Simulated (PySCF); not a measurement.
**Electronic absorption of C6H6BrP3**

C₆H₆BrP₃.
Atom-mapped SMILES: `[Br:1][c:2]1[p:3][cH:4][p:5][c:6]([CH:7]2[CH2:8][CH2:9]2)[p:10]1` (hydrogens: H11 on C4; H12 on C7; H13, H14 on C8; H15, H16 on C9)

Method: TDDFT PBE0/def2-SVPD, vertical, gas phase, core orbitals frozen in the response (PySCF). Isolated species at its PBE0-D3(BJ)/def2-SVP geometry (one conformer only). Relativistic effects, spin–orbit coupling among them, are left out although an element past zinc is present. Torsions of this conformer, `[Br:1][c:2]1[p:3][cH:4][p:5][c:6]([CH:7]2[CH2:8][CH2:9]2)[p:10]1`: P5–C6–C7–C8 144°.

List the vertical singlet excitations with oscillator strengths and describe the spectrum.

```csv
state,E (eV),λ (nm),ν̃ (cm⁻¹),f,symmetry,"main configurations (H = HOMO, L = LUMO)"
S1,3.34,371.1,26950,0.013,A′,"H→L (69%), H-1→L+1 (26%)"
S2,3.62,343.0,29160,0.0049,A″,"H-2→L (79%), H-2→L+1 (16%)"
S3,3.67,337.7,29610,0.0061,A″,"H-2→L+1 (60%), H-2→L (20%), H-3→L (19%)"
S4,3.80,325.9,30680,0.0000,–,"H-3→L (75%), H-2→L+1 (24%)"
S5,3.84,322.6,31000,0.065,A′,"H→L+1 (70%), H-1→L (25%)"
S6,3.91,317.4,31500,0.010,A″,H-3→L+1 (98%)
S7,4.21,294.6,33940,0.105,A′,"H-1→L (65%), H→L+1 (20%)"
S8,4.30,288.6,34650,0.390,A′,"H-1→L+1 (64%), H→L (21%)"
S9,4.61,268.9,37190,0.0000,–,"H-4→L (85%), H-4→L+1 (14%)"
S10,4.75,261.2,38280,0.0001,–,"H-4→L+1 (85%), H-4→L (14%)"
```

Triplets (Tamm–Dancoff): T1 2.41 eV, H→L+1 (63%), H-1→L (26%); T2 2.75 eV, H→L (90%); T3 2.91 eV, H-1→L (67%), H→L+1 (30%); T4 3.05 eV, H-2→L (87%).

The lowest singlet comes at 371 nm (322 kJ/mol) in the ultraviolet; it is weak; its leading configuration is HOMO→LUMO (69%). The strongest level in the table is S8 at 4.30 eV (289 nm, f = 0.390). Löwdin shares by element: HOMO phosphorus 31% or more, bromine 17%, carbon 14% or more (atoms not listed hold the other 38%); LUMO phosphorus 39% or more, carbon 34% or more (atoms not listed hold the other 27%). Of the 10 states listed, 5 reach f = 0.01 and 3 stay under 0.0005. Weighted by f, the mean energy of these states is 4.19 eV. The listed states span 1.41 eV. No computed singlet lies in the visible range (380 to 750 nm); the lowest, at 371 nm, stands 0.08 eV above its violet end (3.26 eV); a Tamm–Dancoff triplet lies at 515 nm, without intensity as long as spin–orbit coupling is left out. All these states lie below the vertical ionisation energy of 8.49 eV (ΔSCF). Symmetry labels in Cs follow from the direction of the transition dipole and are given only for states with f of 0.002 or more. The window holds the lowest 10 singlets.
